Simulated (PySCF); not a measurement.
[Ti(NH2)4], neutral singlet in the gas phase. 

Cartesian coordinates (Å):
```xyz
13

Ti    -0.0663    -0.0530     0.0373
N     -1.1707    -0.9199     1.3047
H     -0.8967    -1.7845     1.7704
H     -2.0378    -0.5773     1.7131
N     -0.5671     1.7638    -0.1228
H     -0.0701     2.5807     0.2258
H     -1.3525     2.0667    -0.6982
N     -0.2535    -0.8746    -1.6561
H     -0.0082    -0.4012    -2.5251
H     -0.6983    -1.7645    -1.8709
N      1.7274    -0.1814     0.6231
H      1.9916    -0.0930     1.6039
H      2.5425    -0.4528     0.0775
```
Charge 0, spin multiplicity 1.

All levels are single points at this geometry (r2SCAN-D4/def2-SVP); Pople sets use spherical d functions. Orbital energies aren't observables, and empty levels follow the basis.

TPSSh-D3(BJ)/def2-TZVP in PySCF gives dipole (D) = 0.00.

### Question
Estimate the dipole (D) from each of these levels: B3LYP/6-31G* (LANL2DZ on Ti) in PySCF; B3LYP/LANL2DZ in PySCF; PBE/6-31G* (LANL2DZ on Ti) in PySCF; SVWN5/6-31G* (LANL2DZ on Ti) in PySCF; HF/STO-3G in PySCF.

### Answer

```json
[
 {"level": "B3LYP/6-31G* (LANL2DZ on Ti) in PySCF", "dipole (D)": "0.00"},
 {"level": "B3LYP/LANL2DZ in PySCF", "dipole (D)": "0.00"},
 {"level": "PBE/6-31G* (LANL2DZ on Ti) in PySCF", "dipole (D)": "0.00"},
 {"level": "SVWN5/6-31G* (LANL2DZ on Ti) in PySCF", "dipole (D)": "0.00"},
 {"level": "HF/STO-3G in PySCF", "dipole (D)": "0.00"}
]
```
